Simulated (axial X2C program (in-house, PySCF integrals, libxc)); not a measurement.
Which molecule has these constants?

Computed with an in-house relativistic program for diatomic molecules, spin-free (one-electron X2C) or two-component (2c: spin–orbit coupling with atomic mean-field Coulomb and Gaunt terms, which also bring small scalar terms), in Dyall basis sets with cores contracted in-house; open shells are unrestricted.

A two-component PBE0 calculation in a Dyall 3-zeta basis gave Re = 2.924 Å, ωe = 157.7 cm⁻¹, De = 1.00 eV, Ω = 1.

Question: Which molecule is it?
A. NaSn⁻
B. NaGe⁻
C. NaSi⁻

Answer: B. The others have NaSi⁻ 2.891 Å and 192.0 cm⁻¹ (Ω = 1); NaSn⁻ 3.093 Å and 143.2 cm⁻¹ (Ω = 1).

Each entry is the lowest single determinant of a limited PBE0 search at one distance. De goes to single-determinant-based atoms at the same level (for ions the charge split of lowest energy) and is withheld (n/a) where an atom does not fit its ground term or J level. Main or longest-lived isotopes. One determinant is a doubtful description, or other states lie close, for NaGe⁻, NaSi⁻, NaSn⁻; these need not be ground states, and all values refer to the states named. Some open-shell Ω = 0 determinants are out of reach, so the Ω given for NaGe⁻, NaSi⁻, NaSn⁻ need not be the lowest component. With several unpaired electrons the Ω given is that of one determinant, not necessarily of the lowest component. The functionals have no current term, which raises determinants with orbital currents.
